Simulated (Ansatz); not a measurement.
**triplet Si: levels of theory in one basis**

A single Si atom.

Basis set: aug-cc-pVDZ (spherical functions). Correlated methods keep 5 orbitals frozen. Correlation on ROHF uses semicanonical orbitals with singles. Charge 0, multiplicity 3.

Computed with Ansatz (development build ahead of 0.2.0); each method stands on the lowest determinant of its kind that the runs found.

```tsv
method	E − E(ROHF) (eV)	<S²> of the determinant
ROHF	0.00	2.00
UHF	-0.11	2.01
ROHF-MP2	-1.37	–
UHF-MP2	-1.37	2.01
```

(1) Is a single determinant a sound starting point here?

Answers

(1) By this sign, yes. Unrestricted orbitals gain 0.11 eV and <S²> is 2.01 against 2.00 for a pure state.
